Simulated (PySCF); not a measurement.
Ranking problems on computed properties.

Species are written as SMILES; each is one conformer at its optimised geometry, gas phase, non-relativistic unless stated. Electronic properties by PySCF.

The conformers computed, where there is a choice (atom-mapped SMILES and torsion angles):
- `[F:1][SiH2:2][Si@:3]1([SiH3:4])[CH:5]=[CH:6][N:7]1[SiH3:8]`: F1–Si2–Si3–Si4 37°
- `[F:1][CH:2]([F:3])[C@@H:4]1[CH2:5][C@H:6]1[SiH2:7][SiH3:8]`: F1–C2–C4–C5 152°, C5–C6–Si7–Si8 159°
- `[CH3:1][S:2][Si@@H:3]([F:4])[C@@H:5]([F:6])[SiH2:7][CH2:8][SiH3:9]`: C1–S2–Si3–F4 44°, S2–Si3–C5–F6 158°, Si3–C5–Si7–C8 176°, C5–Si7–C8–Si9 -69°
- `[F:1][SiH2:2][N:3]([CH2:4][SiH3:5])[C@@H:6]1[CH2:7][SiH2:8]1`: F1–Si2–N3–C4 -33°, Si2–N3–C4–Si5 135°, Si2–N3–C6–C7 85°
- `[CH3:1][Si@@H:2]1[CH:3]=[C:4]([CH:5]=[O:6])[Si@@H:7]1[SiH3:8]`: C3–C4–C5–O6 -157°
- `[CH2:1]=[CH:2][P@@:3](=[O:4])([OH:5])[C:6]([F:7])([F:8])[C:9]([F:10])([F:11])[F:12]`: C1–C2–P3–O4 3°, C2–P3–C6–F7 -38°, P3–C6–C9–F10 76°, H–O5–P3–C2 -154°
- `[SiH3:1][SiH:2]([SiH3:3])[c:4]1[cH:5][cH:6][cH:7][o:8]1`: Si1–Si2–C4–C5 -116°
- `[CH3:1][SiH2:2]/[C:3](=[CH:4]/[SiH3:5])[CH:6]([F:7])[F:8]`: C1–Si2–C3–C4 -108°, Si2–C3–C6–F7 -121°
- `[O:1]=[CH:2][C:3]([SiH3:4])([SiH3:5])[SiH2:6][O:7][SiH3:8]`: O1–C2–C3–Si4 128°, C2–C3–Si6–O7 52°, C3–Si6–O7–Si8 1°
- `[CH3:1][CH2:2][P@H+:3]([CH3:4])[c:5]1[cH:6][cH:7][cH:8][n:9][cH:10]1`: C1–C2–P3–C4 -175°, C2–P3–C5–C6 62°
- `[CH3:1][C:2](=[O:3])[O:4][Si@H:5]([SiH3:6])[SiH2:7][SiH3:8]`: C1–C2–O4–Si5 -176°, C2–O4–Si5–Si6 92°, O4–Si5–Si7–Si8 -35°

(1) Rank by HOMO energy, highest first (PBE0/pcSseg-1 at GFN2-xTB geometries).
A. `F[SiH2]N([C@H]1[SiH2]C1)C[SiH3]`
B. `[C@@H]1([C@H](C(F)F)C1)[SiH2][SiH3]`
C. `F[SiH2][Si@]1([SiH3])C=CN1[SiH3]`
D. `CS[Si@@H](F)[C@@H](F)[SiH2]C[SiH3]`

(2) Rank by dipole moment, lowest first (PBE0/pcSseg-1 at GFN2-xTB geometries).
A. `[SiH3]C[SiH2][C@@H]([Si@H](F)SC)F`
B. `C[SiH2]/C(=C/[SiH3])C(F)F`
C. `[SiH3][SiH]([SiH3])C1=CC=CO1`
D. `FC(F)[C@@H]1C[C@H]1[SiH2][SiH3]`
E. `C[Si@@H]1C=C(C=O)[Si@@H]1[SiH3]`
F. `C=C[P@@](C(C(F)(F)F)(F)F)(=O)O`
G. `O=CC([SiH3])([SiH3])[SiH2]O[SiH3]`

(3) Rank by HOMO–LUMO gap, highest first (PBE0/pcSseg-1 at GFN2-xTB geometries).
A. `F[SiH2][Si@]1([SiH3])C=CN1[SiH3]`
B. `F[SiH2]N(C[SiH3])[C@@H]1C[SiH2]1`
C. `CC[P@H+](C)c1cccnc1`
D. `C(C1=C[Si@@H](C)[Si@H]1[SiH3])=O`
E. `FC(F)[C@@H]1C[C@H]1[SiH2][SiH3]`
F. `O=CC([SiH3])([SiH3])[SiH2]O[SiH3]`

(4) Give the two extremes of that set in kcal/mol.

(5) Rank by smallest rotational constant, highest first (GFN2-xTB).
A. `[SiH3][SiH]([SiH3])c1ccco1`
B. `CC(=O)O[Si@H]([SiH3])[SiH2][SiH3]`
C. `CS[Si@@H](F)[C@@H](F)[SiH2]C[SiH3]`
D. `CC[P@H+](C)C1=CC=CN=C1`
E. `FC(F)[C@@H]1C[C@H]1[SiH2][SiH3]`

(6) By how much do the two ends of that ranking differ?

Answers

(1) C (-6.21 eV), A (-6.43 eV), D (-7.27 eV), B (-8.35 eV).

(2) A (0.91 D), C (1.11 D), B (1.44 D), G (1.83 D), D (2.20 D), F (2.81 D), E (3.16 D).

(3) E (8.29 eV), F (6.59 eV), B (6.33 eV), C (5.80 eV), D (5.27 eV), A (4.60 eV).

(4) `F[SiH2][Si@]1([SiH3])C=CN1[SiH3]`: 106 kcal/mol; `FC(F)[C@@H]1C[C@H]1[SiH2][SiH3]`: 191 kcal/mol.

(5) D (0.670 GHz), A (0.618 GHz), E (0.551 GHz), B (0.501 GHz), C (0.354 GHz).

(6) By 0.316 GHz, between `CC[P@H+](C)c1cccnc1` and `CS[Si@@H](F)[C@@H](F)[SiH2]C[SiH3]`.
